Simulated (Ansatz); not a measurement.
The same path of H$_{6}$S$_{2}$Si$_{2}$ (10 atoms, charge 0, multiplicity 1) was run twice with different band settings. Lost on the way: Si1–S2, S3–H4. Made: S2–H4.

All numbers below come from Ansatz, RHF/cc-pVDZ.

Relaxed end points:

```xyz
10
Properties=species:S:1:pos:R:3
Si -0.222 0.064 -0.738
S 1.191 1.628 -1.266
S 0.521 -1.917 -1.224
H 0.790 -1.674 -2.515
H -1.406 0.394 -1.567
Si -0.698 0.068 1.584
H 2.194 1.205 -0.483
H -1.350 1.356 1.938
H 0.578 -0.065 2.336
H -1.599 -1.061 1.936
```

```xyz
10
Properties=species:S:1:pos:R:3
Si -0.769 -0.873 -0.564
S 1.404 1.350 -1.432
S 0.059 -2.596 -1.015
H 1.622 0.633 -2.543
H -1.621 -0.117 -1.520
Si -0.780 0.059 1.620
H 2.434 0.812 -0.764
H -1.169 1.493 1.562
H 0.580 -0.074 2.200
H -1.759 -0.686 2.455
```

Common settings: movable images 5; climbing image yes; spring 5.0 eV/Å²; start path through a guess of the saddle point; force threshold 0.05 eV/Å; iteration limit 60; end points relaxed.

| run | optimiser | largest step |
| --- | --- | --- |
| 1 | quadratic models (default) | default |
| 2 | lbfgs | 0.02 Å |

Task: What does each run give, and how far can it be trusted?

Result: Run 1: converged after 20 iterations, highest image 2.190 eV above the first end. Neighbouring images differ by up to 1.8 eV, so the band resolves the path poorly. A vibrational analysis at the climbing image gives one clearly imaginary mode, 1435i cm⁻¹: a first-order saddle point.
Run 2: converged after 36 iterations, highest image 2.203 eV above the first end. Neighbouring images differ by up to 1.8 eV, so the band resolves the path poorly. The order of the stationary point at the top wasn't checked.
The orbitals stay closed-shell, which can raise the energy where a bond breaks towards radicals; this wasn't checked here.
